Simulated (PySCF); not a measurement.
Ge2H7NSe.
Bonds: N1–Ge2, Ge2–Se3, Se3–Ge4. Hydrogens: H5, H6 on N1; H7, H8 on Ge2; H9, H10, H11 on Ge4.

Computed by this run: PBE0-D3(BJ)/def2-SVP geometry optimisation, gas phase in PySCF 2.14.0; density fitting, grid level 1; the optimiser is geomeTRIC in internal coordinates, started from a GFN2-xTB structure with every atom displaced at random (about 0.01 Å).

Step 3: E = -179944.7830 eV
```
atom  x, y, z in Å  |  force x, y, z in eV/Å
N1     -1.6435    0.3976    0.3990   -0.098  -0.033   0.027
Ge2    -1.0026   -1.0624   -0.5129    0.033   0.048   0.023
Se3     0.6012   -0.2643   -2.0266    0.020  -0.018  -0.047
Ge4     1.9841    0.7115   -0.3758   -0.112   0.003   0.035
H5     -2.0348    1.1100   -0.2133    0.025   0.020  -0.008
H6     -2.3418    0.1684    1.1054    0.070   0.028   0.010
H7     -2.0231   -1.8322   -1.3778   -0.025  -0.021  -0.034
H8     -0.3683   -1.9827    0.5421    0.001  -0.044   0.029
H9      3.2396    1.1811   -1.1183    0.078   0.018  -0.056
H10     2.3498   -0.3500    0.6748    0.001  -0.017   0.024
H11     1.2799    1.8994    0.2943    0.009   0.016  -0.003
```

Step 4: E = -179944.7928 eV
```
atom  x, y, z in Å  |  force x, y, z in eV/Å
N1     -1.5772    0.3581    0.4158   -0.084   0.099   0.117
Ge2    -1.0110   -1.0941   -0.5413    0.076  -0.041  -0.011
Se3     0.6277   -0.3229   -2.0319    0.026   0.001  -0.042
Ge4     1.9415    0.7383   -0.3761   -0.116  -0.012   0.034
H5     -1.9142    1.1415   -0.1369    0.006  -0.015  -0.065
H6     -2.2547    0.1576    1.1485    0.055   0.001   0.016
H7     -2.0557   -1.7996   -1.4332   -0.032  -0.007  -0.016
H8     -0.4248   -2.0655    0.4977   -0.011  -0.051  -0.001
H9      3.2337    1.1487   -1.0925    0.072   0.014  -0.042
H10     2.2493   -0.2592    0.7533   -0.007  -0.011   0.017
H11     1.2256    1.9734    0.1876    0.015   0.021  -0.007
```

Question: Estimate the geometry and energy of step 5. (The exact step hangs on the optimiser's Hessian estimate; all steps are aligned on step 4, rigid shifts and turns removed.)

Answer: E = -179944.8024 eV, largest force 0.263 eV/Å
```
atom  x, y, z in Å  |  force x, y, z in eV/Å
N1     -1.4320    0.2822    0.4584    0.010   0.210   0.159
Ge2    -1.0185   -1.1469   -0.5921    0.085  -0.166  -0.064
Se3     0.6811   -0.4274   -2.0420   -0.009   0.071  -0.016
Ge4     1.8414    0.7950   -0.3821   -0.027  -0.090   0.052
H5     -1.6673    1.1586    0.0053   -0.062  -0.026  -0.119
H6     -2.0541    0.1202    1.2441    0.017  -0.036   0.040
H7     -2.1184   -1.7064   -1.5235   -0.033   0.020   0.026
H8     -0.5329   -2.2272    0.3933   -0.021  -0.037  -0.036
H9      3.2244    1.0632   -0.9983    0.028   0.018  -0.006
H10     1.9779   -0.0572    0.8913    0.007   0.010  -0.014
H11     1.1387    2.1224   -0.0635    0.004   0.026  -0.022
```

The energy changes by -0.0095 eV. The first-order estimate −F·Δx gives -0.0166 eV and the mean of the old and new forces, exact on a quadratic surface, -0.0022 eV. The step makes an angle of 85° with the force vector and moves no atom by more than 0.365 Å.

The cost below is that of the whole optimisation. Time: 1.9 min wall; peak memory 0.68 GiB. Hardware: one thread of an Intel Xeon 6975P-C (shared host).
